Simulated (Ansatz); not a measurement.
A CCSD(T) single point on FH5OSSi2 (`O[SiH2]S[SiH2]F`).

```yaml
crystal:
  periodic: [false, false, false]
  atoms:
    - {symbol: O, position_ang: [-2.061918, 0.680251, -0.160988]}
    - {symbol: Si, position_ang: [-0.897054, 0.017278, -1.104402]}
    - {symbol: S, position_ang: [1.054521, 0.805071, -0.696595]}
    - {symbol: Si, position_ang: [1.451776, -0.288751, 1.073944]}
    - {symbol: F, position_ang: [2.103867, -1.705028, 0.729162]}
    - {symbol: H, position_ang: [-2.156326, 1.634192, -0.164533]}
    - {symbol: H, position_ang: [-0.942724, -1.430935, -0.815334]}
    - {symbol: H, position_ang: [-1.110541, 0.311584, -2.541968]}
    - {symbol: H, position_ang: [2.439213, 0.478055, 1.862740]}
    - {symbol: H, position_ang: [0.202284, -0.552818, 1.820773]}
basis:
  gaussian: {orbitals: def2-SVP}
correlation: {method: ccsd_t}
```

```sh
$ ansatz run in.yaml --threads 4 --pin off --events-out ev --progress --plain --max-ram 10444MiB
```

The program prints (abridged):

```
Functional definition: HF
1002 factors; integrals over basis functions are off by at most 1.2e-3 eV
mean field evaluation 1: about -31352.6759 eV, gradient 4.0e1 eV
mean field evaluation 2: about -31352.6786 eV, gradient 4.0e1 eV
mean field evaluation 4: about -31356.0987 eV, gradient 2.8e0 eV
mean field evaluation 8: about -31356.1320 eV, gradient 1.6e-1 eV
mean field evaluation 16: about -31356.1268 eV, gradient 6.1e-1 eV
mean field -31356.13212615 eV, -1152.3166016863 hartree, gradient 1.1e-6 eV, S^2 0.000000; 0 other end points of the search recorded, 0 dependent functions left out
17 core orbitals not correlated: weight in the atoms' cores, before any rotation towards them, 1.000 or more for the frozen orbitals, at most 0.000 for the correlated occupied ones
reference -31356.13212615 eV, -1152.3166016863 hartree; 16, 16 occupied and 74, 74 virtual orbitals, 1002 factors
second order -18.88390058 eV of doubles, -0.00000000 eV of singles
cycle   1  -19.61285739 eV  change   -7.3e-1 eV  update   1.0e-1
cycle   2  -20.10043589 eV  change   -4.9e-1 eV  update   2.9e-2
cycle   3  -20.21788002 eV  change   -1.2e-1 eV  update   1.5e-2
cycle   4  -20.21301070 eV  change    4.9e-3 eV  update   3.1e-3
cycle   5  -20.21125127 eV  change    1.8e-3 eV  update   1.2e-3
cycle   6  -20.21138479 eV  change   -1.3e-4 eV  update   3.6e-4
cycle   7  -20.21121496 eV  change    1.7e-4 eV  update   1.2e-4
cycle   8  -20.21116620 eV  change    4.9e-5 eV  update   3.8e-5
cycle   9  -20.21117833 eV  change   -1.2e-5 eV  update   1.3e-5
perturbative correction -0.44814387 eV, -0.0164689835 hartree
Total energy: -31376.79144835 eV, -1153.0758177738 hartree
```

Hardware: 4 threads of an Arm Neoverse V1 on a shared host. Wall time 4.1 s, peak host memory 0.44 GiB.

Correlation energy per correlated electron: -0.646 eV. T1 diagnostic: 0.0117.
